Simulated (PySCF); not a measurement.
Input file for PySCF: R-B3LYP/6-31G* on CH2O (SMILES C=O) with ghost functions, monomers drawn apart or pushed together.

```python
from pyscf import gto, scf, dft, mp
from pyscf.data.elements import chemcore

mol = gto.M(
    atom='''
    C     0.61132033    0.32545458    4.56317839
    O    -0.44180726    0.24531526    3.99127641
    H     0.66954691    0.39385501    5.66570383
    H     1.57093589    0.33460587    4.01538149
    ghost-O   -1.20654058   -0.02530455   -0.24190497
    ghost-C   -0.08137328    0.02406843    0.02665497
    ghost-O    1.05660406    0.07162900    0.25576105
    ''',
    basis='6-31g*',
    cart=True,
    charge=0, spin=0, verbose=3, max_memory=1800)
mf = dft.RKS(mol, xc='b3lyp')
mf.conv_tol = 1e-8
mf.max_cycle = 100
mf.kernel()
if not mf.converged:
    mf = mf.newton().run(mf.mo_coeff, mf.mo_occ)
```

Question: Predict the final total energy.

Answer: -114.5006 hartree.
